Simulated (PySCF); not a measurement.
Dipole moment and polarisability of `C=C[C@H]1CO[SiH2]O1`

Compound: C4H8O2Si.
Structure used (GFN2-xTB), in Å, numbered top down from 1:
```xyz
15
C4H8O2Si angstrom
C     -2.536   -0.358   -0.299
C     -1.302   -0.020   -0.621
C     -0.161    0.038    0.348
C      0.899   -1.042   -0.004
O      1.927   -0.426   -0.719
Si     1.883    1.208   -0.577
O      0.485    1.282    0.272
H     -3.324   -0.400   -1.031
H     -2.807   -0.609    0.713
H     -1.032    0.245   -1.634
H     -0.523   -0.094    1.374
H      1.311   -1.484    0.909
H      0.462   -1.833   -0.619
H      1.770    1.773   -1.912
H      2.943    1.726    0.270
```

Level: B3LYP/def2-SVPD (PySCF), static field, nuclei fixed, core orbitals frozen in the response. The polarisability tensor in these axes (au):

```
x   92.82  9.67 -1.68
y    9.67 68.93 -3.80
z   -1.68 -3.80 67.05
```

Question: Diagonalise the tensor; give its mean and Δα, where Δα² is half the sum of the squared differences of the eigenvalues.

Answer: Principal values 63.06, 69.21 and 96.52 au; mean 76.26 au = 11.30 Å³ = 12.57 × 10⁻⁴⁰ C²·m²/J; Δα = 30.85 au (40 % of the mean).

Question: What is the dipole moment, and where does it point?

Answer: (-0.53, -0.57, 0.20) D, 0.80 D in size, pointing from the negative to the positive side. Measured along this direction, the outermost atoms are H15 at the negative end and H9 at the positive end.

Question: Find the Langevin capture rate constant for NO+ (29.998 u) meeting this molecule (116.029 u), k = 2.342 × 10⁻⁹ cm³/s × √(α in Å³ / reduced mass in u).

Answer: The reduced mass is 23.84 u, so k = 1.61 × 10⁻⁹ cm³/s. The formula leaves out the permanent dipole, which adds to the capture rate.

Question: What would n − 1 = 2πNα be for an ideal gas of these molecules at 500 K and 1 atm, electronic part alone?

Answer: N = p/kT = 1.4678 × 10¹⁹ cm⁻³, so n − 1 = 2π × N × 11.30 × 10⁻²⁴ cm³ = 1042 × 10⁻⁶ at long wavelengths, for an ideal gas.

Question: In TDDFT the mean static polarisability is Σ f/ω² over all singlet excitations (ω in hartree). How much of it do the 8 lowest give? Their energies (eV) and oscillator strengths: 6.56, 0.0072; 6.63, 0.0305; 6.96, 0.0266; 7.04, 0.0366; 7.05, 0.0417; 7.17, 0.0981; 7.26, 0.0174; 7.41, 0.0382.

Answer: They add up to 4.39 au, 5.8 % of the 76.26 au; the largest single term is 1.41 au, from the state at 7.17 eV. Terms in order: 0.12, 0.51, 0.41, 0.55, 0.62, 1.41, 0.24, 0.52 au. Higher excitations give the rest. The strengths listed sum to 0.296.

Question: In a dilute gas of rigid molecules at 400 K, how does the orientational term μ²/3kT compare with the electronic polarisability?

Answer: In Gaussian units μ²/3kT = 3.88 Å³ against 11.30 Å³, a ratio of 0.34; the Debye molar polarisation (4π/3)N_A(α + μ²/3kT) is 38.3 cm³/mol, leaving out the vibrational part.

Question: What depolarisation ratio follows for Rayleigh scattering of linearly polarised light, taking the static tensor?

Answer: ρ = 3Δα²/(45ᾱ² + 4Δα²) = 2854.7/(261728 + 3806.3) = 0.0108.

Isolated species at its GFN2-xTB geometry (one conformer only).
